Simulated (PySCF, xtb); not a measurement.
C₅H₈O, SMILES C1C(CO1)=CC.

Harmonic wavenumbers (cm⁻¹) from GFN2-xTB (xtb) at its own minimum, in rising order: 122, 140, 184, 242, 374, 475, 685, 775, 915, 926, 1000, 1011, 1036, 1041, 1056, 1085, 1110, 1120, 1156, 1230, 1244, 1307, 1399, 1449, 1460, 1478, 1483, 1806, 2898, 2901, 2927, 2930, 3001, 3015, 3048, 3062.

Q: What does PBE0-D3(BJ)/def2-SVP run with PySCF give at its own minimum? (Estimate from the structure and the level; the computed values follow.)

A: 118, 158, 189, 245, 410, 484, 693, 796, 897, 964, 975, 1042, 1045, 1072, 1089, 1113, 1148, 1155, 1190, 1293, 1324, 1375, 1401, 1450, 1461, 1471, 1501, 1846, 3015, 3028, 3044, 3068, 3072, 3121, 3151, 3170. Paired by order, the mean absolute difference is 44 cm⁻¹ and the zero-point energies are 73.0 and 75.2 kcal/mol.
